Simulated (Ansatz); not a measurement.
One change: `CBCO` becomes `CB[CH2][GaH2]`.

Ansatz, PBE0-D4/def2-TZVP geometries, multiplicity 1. Each molecule was computed in one conformer, which needn't be the lowest.

Scalar relativity is left out up to krypton.

```
                                        property  `CBCO`
              HOMO energy (PBE0/def2-TZVPP) / eV   -7.80
size of the dipole moment (B3LYP/def2-TZVPP) / D    1.89
           LUMO energy (ωB97M-V/def2-TZVPP) / eV    0.95
              LUMO energy (PBE0/def2-TZVPP) / eV   -0.99
            HOMO–LUMO gap (PBE0/def2-TZVPP) / eV    6.81
           HOMO energy (ωB97M-V/def2-TZVPP) / eV  -10.25
```

Question: What does the change do to each property? (Estimate.)

Answer: Ansatz gave: 
```json
{"property": "HOMO energy (PBE0/def2-TZVPP) / eV", "`CB[CH2][GaH2]`": "-7.99", "shift": "-0.19"}
{"property": "size of the dipole moment (B3LYP/def2-TZVPP) / D", "`CB[CH2][GaH2]`": "0.76", "shift": "-1.13"}
{"property": "LUMO energy (ωB97M-V/def2-TZVPP) / eV", "`CB[CH2][GaH2]`": "-0.16", "shift": "-1.11"}
{"property": "LUMO energy (PBE0/def2-TZVPP) / eV", "`CB[CH2][GaH2]`": "-1.89", "shift": "-0.90"}
{"property": "HOMO–LUMO gap (PBE0/def2-TZVPP) / eV", "`CB[CH2][GaH2]`": "6.10", "shift": "-0.71"}
{"property": "HOMO energy (ωB97M-V/def2-TZVPP) / eV", "`CB[CH2][GaH2]`": "-10.16", "shift": "0.09"}
```

With PBE0 the HOMO falls by 0.19 eV and the LUMO falls by 0.90 eV, so the gap narrows by about 0.71 eV. PBE moves the HOMO by -0.72 eV and ωB97M-V by 0.09 eV. Dipoles are sizes alone; their direction can turn.

B3LYP here is the variant with VWN-RPA as its local correlation; programs differ in this.
